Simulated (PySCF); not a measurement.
## Shapes and spin states of PtS₂⁺

All numbers come from PBE/[Pt def2-SVP with ECP60, S def2-SVP], scalar-relativistic core potentials, density fitting, no spin–orbit coupling, PySCF.

Relaxations began from a few typed shapes and spin states; open shells are unrestricted. The search is not exhaustive: other isomers or separated fragments can lie lower, and high-lying points may rest on an excited occupation.

Task: Which is the lowest minimum found?
A. sextet C2v: Pt–S 2.279 Å (×2); S–Pt–S 153.4°
B. sextet D∞h: Pt–S 2.300 Å (×2); S–Pt–S 180.0°
C. quartet C2v: Pt–S 2.138 Å (×2); S–Pt–S 110.9°
D. doublet D∞h: Pt–S 2.127 Å (×2); S–Pt–S 180.0°
E. quartet D∞h: Pt–S 2.208 Å (×2); S–Pt–S 180.0°
F. sextet C2v: Pt–S 2.245 Å (×2); S–Pt–S 108.6°
G. doublet C2v: Pt–S 2.096 Å (×2); S–Pt–S 127.7°
H. doublet C2v: Pt–S 2.267 Å (×2), S–S 2.002 Å; Pt–S–S 63.8° (×2), S–Pt–S 52.4°

Result: H. The others lie at 79.1 (doublet C2v), 82.2 (quartet C2v), 135.8 (doublet D∞h, a saddle point), 183.5 (sextet C2v), 206.3 (quartet D∞h, a saddle point), 227.2 (sextet C2v, a saddle point), 233.4 (sextet D∞h, a saddle point) kJ/mol above it.

For the lowest minimum: with open d or f shells other occupations or spin states may lie lower. With an element this heavy the missing spin–orbit coupling can shift these numbers.

The electron or spin density has lower symmetry than the nuclear frame for the quartet D∞h at 206.3 kJ/mol.
